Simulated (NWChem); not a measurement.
System: SiH3SeOCl; SMILES [SiH3]O[Se]Cl

Input file for NWChem:

```
start job
memory heap 200 mb stack 900 mb global 1100 mb
geometry units angstroms noautoz
  Se     0.726211    -0.564946     0.160091
  Cl    -1.215673    -1.560973     0.042011
  O      0.389723     0.965174    -0.691061
  Si    -0.416858     2.239277     0.089686
  H     -1.805982     1.829601     0.438911
  H     -0.423923     3.351488    -0.897609
  H      0.323322     2.629276     1.324959
end
basis spherical
  * library def2-svp
end
dft
  xc xcamb88 1.00 lyp 0.81 vwn_5 0.19 hfexch 1.00
  cam 0.33 cam_alpha 0.19 cam_beta 0.46
  iterations 150
  vectors input atomic output neutral.movecs
end
task dft energy
charge 1
dft
  odft
  mult 2
  vectors input atomic output cation.movecs
end
task dft energy
```

NWChem printed, in part:

```
             Northwest Computational Chemistry Package (NWChem) 7.3.0
             --------------------------------------------------------

 C1  symmetry detected

                             Geometry "geometry" -> ""
                             -------------------------

 Output coordinates in angstroms (scale by  1.889725989 to convert to a.u.)

  No.       Tag          Charge          X              Y              Z
 ---- ---------------- ---------- -------------- -------------- --------------
    1 Se                  34.0000     0.76846488    -0.54208361     0.07849255
    2 Cl                  17.0000    -1.11717985    -1.64095329    -0.03879144
    3 O                    8.0000     0.32403646     1.00353114    -0.69125385
    4 Si                  14.0000    -0.53108150     2.19258053     0.16805522
    5 H                    1.0000    -1.88516363     1.68875713     0.53148551
    6 H                    1.0000    -0.62704457     3.34642037    -0.76535753
    7 H                    1.0000     0.21930886     2.56749464     1.40183752

 Effective nuclear repulsion energy (a.u.)     435.9739811507

                                 NWChem DFT Module
                                 -----------------

 Summary of "ao basis" -> "ao basis" (spherical)
 ------------------------------------------------------------------------------
       Tag                 Description            Shells   Functions and Types
 ---------------- ------------------------------  ------  ---------------------
 Se                         def2-svp                12       32   5s4p3d
 Cl                         def2-svp                 8       18   4s3p1d
 O                          def2-svp                 6       14   3s2p1d
 Si                         def2-svp                 8       18   4s3p1d
 H                          def2-svp                 3        5   2s1p

            General Information
            -------------------
          SCF calculation type: DFT
          Wavefunction type:  closed shell.
          No. of atoms     :     7
          No. of electrons :    76
           Alpha electrons :    38
            Beta electrons :    38
          Charge           :     0
          Spin multiplicity:     1
          Use of symmetry is: off; symmetry adaption is: off
          Maximum number of iterations: 150
          AO basis - number of functions:    97
                     number of shells:    43
          Convergence on energy requested:  1.00D-06
          Convergence on density requested:  1.00D-05
          Convergence on gradient requested:  5.00D-04

              XC Information
              --------------
                     Hartree-Fock (Exact) Exchange  1.000
                   CAM-Becke88 Exchange Functional  1.000
                      VWN V Correlation Functional  0.190 local
              Lee-Yang-Parr Correlation Functional  0.810

           Range-Separation Parameters
           ---------------------------
           Alpha           :  0.19
           Beta            :  0.46
           Gamma           :  0.33
           Short-Range HF  :     F

             Grid Information
             ----------------
          Grid used for XC integration:  medium
          Radial quadrature: Mura-Knowles
          Angular quadrature: Lebedev.
          Tag              B.-S. Rad. Rad. Pts. Rad. Cut. Ang. Pts.
          ---              ---------- --------- --------- ---------
          Se                  1.15      112          11.0       590
          Cl                  1.00       88          12.0       590
          O                   0.60       49           8.0       434
          Si                  1.10       88          10.0       590
          H                   0.35       45          11.0       434
          Grid pruning is: on
          Number of quadrature shells:   472
          Spatial weights used:  Erf1

      Superposition of Atomic Density Guess
      -------------------------------------

 Sum of atomic energies:       -3223.76283967

      Non-variational initial energy
      ------------------------------

 Total energy =   -3224.494789
 1-e energy   =   -5353.663706
 2-e energy   =    1693.194936
 HOMO         =      -0.215633
 LUMO         =      -0.034566

   convergence    iter        energy       DeltaE   RMS-Dens  Diis-err
 ---------------- ----- ----------------- --------- --------- ---------
 d= 0,ls=0.0,diis     1  -3227.7276875255 -3.66D+03  1.11D-02  6.53D-01
 d= 0,ls=0.0,diis     2  -3227.7389956189 -1.13D-02  5.49D-03  5.88D-01
 d= 0,ls=0.0,diis     3  -3227.7939696652 -5.50D-02  1.64D-03  7.96D-02
 d= 0,ls=0.0,diis     4  -3227.8007338511 -6.76D-03  5.67D-04  2.89D-03
 d= 0,ls=0.0,diis     5  -3227.8010913573 -3.58D-04  1.46D-04  3.98D-04
  Resetting Diis
 d= 0,ls=0.0,diis     6  -3227.8011289585 -3.76D-05  3.16D-05  4.83D-06
 d= 0,ls=0.0,diis     7  -3227.8011297643 -8.06D-07  9.36D-06  3.20D-07

         Total DFT energy =    -3227.801129764314
      One electron energy =    -5353.076966542143
           Coulomb energy =     1835.474194586093
    Exchange-Corr. energy =     -146.172338958914
 Nuclear repulsion energy =      435.973981150650

 Numeric. integr. density =       75.999985722537

                       DFT Final Molecular Orbital Analysis
                       ------------------------------------

 Vector   36  Occ=2.000000D+00  E=-3.879794D-01
              MO Center= -8.1D-01, -9.7D-01, -1.1D-01, r^2= 3.4D+00
   Bfn.  Coefficient  Atom+Function         Bfn.  Coefficient  Atom+Function
  ----- ------------  ---------------      ----- ------------  ---------------
    44      0.458145  2 Cl py                41      0.340831  2 Cl py
    43     -0.293523  2 Cl px                40     -0.219407  2 Cl px
    38      0.197430  2 Cl py                45     -0.195848  2 Cl pz
    55      0.166790  3 O  py                42     -0.146951  2 Cl pz
    56     -0.143114  3 O  pz                37     -0.127262  2 Cl px

[...]
```

Level: CAM-B3LYP/def2-SVP, vertical spin-unrestricted ions. Coordinates come from a PBE0/def2-SVP optimisation.
